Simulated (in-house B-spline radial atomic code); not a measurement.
Orbital energies and mean radii along the 16-electron series, configuration 1s2 2s2 2p6 3s2 3p1/2(2) 3p3/2(2). The effective charge is n√(-2ε), a non-relativistic measure. Computed with an all-electron radial atomic-structure program (B-spline basis): Dirac-Hartree-Fock, jj configuration that fills j = l - 1/2 first, finite nuclei.

```json
{"ion": "Re59+", "Z": "75", "energy of 2s1/2 (Eh)": "-627.15", "mean radius of 2s1/2 (bohr)": "0.074666", "energy of 3s1/2 (Eh)": "-248.32", "mean radius of 3s1/2 (bohr)": "0.18261", "effective charge of 2s1/2": "70.832"}
{"ion": "Os60+", "Z": "76", "energy of 2s1/2 (Eh)": "-648.04", "mean radius of 2s1/2 (bohr)": "0.073363", "energy of 3s1/2 (Eh)": "-256.77", "mean radius of 3s1/2 (bohr)": "0.17947", "effective charge of 2s1/2": "72.002"}
{"ion": "Ir61+", "Z": "77", "energy of 2s1/2 (Eh)": "-669.38", "mean radius of 2s1/2 (bohr)": "0.072092", "energy of 3s1/2 (Eh)": "-265.4", "mean radius of 3s1/2 (bohr)": "0.17641", "effective charge of 2s1/2": "73.178"}
{"ion": "Pt62+", "Z": "78", "energy of 2s1/2 (Eh)": "-691.19", "mean radius of 2s1/2 (bohr)": "0.070849", "energy of 3s1/2 (Eh)": "-274.2", "mean radius of 3s1/2 (bohr)": "0.17342", "effective charge of 2s1/2": "74.361"}
{"ion": "Au63+", "Z": "79", "energy of 2s1/2 (Eh)": "-713.47", "mean radius of 2s1/2 (bohr)": "0.069635", "energy of 3s1/2 (Eh)": "-283.18", "mean radius of 3s1/2 (bohr)": "0.17051", "effective charge of 2s1/2": "75.55"}
{"ion": "Hg64+", "Z": "80", "energy of 2s1/2 (Eh)": "-736.24", "mean radius of 2s1/2 (bohr)": "0.068448", "energy of 3s1/2 (Eh)": "-292.35", "mean radius of 3s1/2 (bohr)": "0.16767", "effective charge of 2s1/2": "76.746"}
```

Problem. How does the screening of 2s1/2 change?

Solution. Z less the effective charge goes from 4.17 at Z = 75 to 3.25 at Z = 80.
